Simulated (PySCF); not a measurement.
PySCF input file for H3Si, SMILES [SiH3+], charge +1, SMD-ωB97X/def2-SVP. The structure is a stationary point at PBE0-D3(BJ)/def2-TZVPD.

```python
import numpy as np
from pyscf import gto, scf, dft
from pyscf.solvent import smd

mol = gto.M(
    atom='''
    Si    0.00000000    0.00000000    0.00000000
    H     1.47223282    0.00000000    0.00000000
    H    -0.73611641    1.27499102    0.00000000
    H    -0.73611641   -1.27499102    0.00000000
    ''',
    basis='def2-SVP',
    charge=1,
    spin=0,
    max_memory=1600,
    verbose=3,
)
mf = dft.RKS(mol, xc='wb97x').density_fit(auxbasis='def2-universal-jkfit')
mf.grids.level = 3
mf.conv_tol = 1e-9
mf.max_cycle = 100
mf.kernel()
res = {}
for name in ['water', 'acetone', 'tetrahydrofuran']:
    s = mf.SMD()
    s.with_solvent.solvent, s.with_solvent.sasa_ng = name, 302
    s.kernel(mf.make_rdm1())
    res[name] = (s.e_tot, s.with_solvent.get_cds(), s.dip_moment(), s.mo_energy, s.converged)
    print(f'SMD {name}: dG(solv) = {(s.e_tot - mf.e_tot) * 627.509474:.3f} kcal/mol, of which CDS {res[name][1] * 627.509474:.3f}')
```

It prints:

```
converged SCF energy = -290.827432598029
converged SCF energy = -290.933169885665

WARN: System has nonzero charge 1; the dipole moment is origin-dependent.
Location of origin: [0. 0. 0.]

Dipole moment(X, Y, Z, Debye): -0.00007,  0.00000,  0.00000
SMD water: dG(solv) = -66.351 kcal/mol, of which CDS 1.590
converged SCF energy = -290.932261097508

WARN: System has nonzero charge 1; the dipole moment is origin-dependent.
Location of origin: [0. 0. 0.]

Dipole moment(X, Y, Z, Debye):  0.00005, -0.00000,  0.00000
SMD acetone: dG(solv) = -65.781 kcal/mol, of which CDS -0.305
converged SCF energy = -290.922677719475

WARN: System has nonzero charge 1; the dipole moment is origin-dependent.
Location of origin: [0. 0. 0.]

Dipole moment(X, Y, Z, Debye):  0.00021, -0.00000,  0.00000
SMD tetrahydrofuran: dG(solv) = -59.767 kcal/mol, of which CDS -0.178
```

Self-consistency was reached.
